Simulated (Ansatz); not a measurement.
Harmonic frequencies (cm⁻¹) at PBE0-D4/def2-TZVP from Ansatz: 58, 60, 228, 228, 314, 345, 345, 617, 732, 754, 754, 1071.

(1) Which molecule is it?
A. `[O]=[Mo]([F])([F])([F])[Cl]`
B. `[OH][Mo]([F])(=[S])([Cl])[Cl]`
C. `[O]=[Mo](=[O])([Cl])[Cl]`
D. `[O]=[Mo]([F])([F])([F])[F]`

Answers

(1) D.
